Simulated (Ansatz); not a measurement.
`C[CH2][Sn][NH2]` + `[OH][InH][Cl]` → `C[CH2][Sn][Cl]` + `[NH2][InH][OH]`  (redistribution)

Isolated molecules relaxed with PBE0-D4/def2-TZVP in Ansatz; ΔE leaves out vibrations. CCSD(T)/CBS adds triple-zeta CCSD(T) − MP2 to the extrapolated MP2 energy (def2 sets, frozen cores). DFT in def2-TZVPP. Elements past krypton have def2 core potentials. For In, Sn outer-core shells are correlated without core-valence functions, which leaves a few kJ/mol of doubt a bond. Each species was taken in one conformer, which may not be the lowest.

| level | ΔE (kJ/mol) |
| --- | --- |
| r2SCAN-D4 | 24.1 |
| r2SCANh | 23.5 |
| LC-ωPBE | 20.1 |
| CCSD/def2-SVP | 28.7 |

Q: What does CCSD(T)/CBS give? (Best estimate.)

A: Computed: +17.6 kJ/mol. The listed levels differ from it by 6.5, 5.9, 2.5, 11.1 kJ/mol.

Largest T1 diagnostic among the species: 0.016.

At CCSD(T), def2-SVP lies +12.9 kJ/mol from the extrapolated value and def2-TZVPP +5.3 kJ/mol. Leaving LDA and LC-ωPBE aside and taking each functional with its dispersion term where it has one, the values, not all of them listed here, spread over 4.8 kJ/mol, from B3LYP-D4 to r2SCAN-D4.

B3LYP here is the variant with VWN-RPA as its local correlation; programs differ in this.
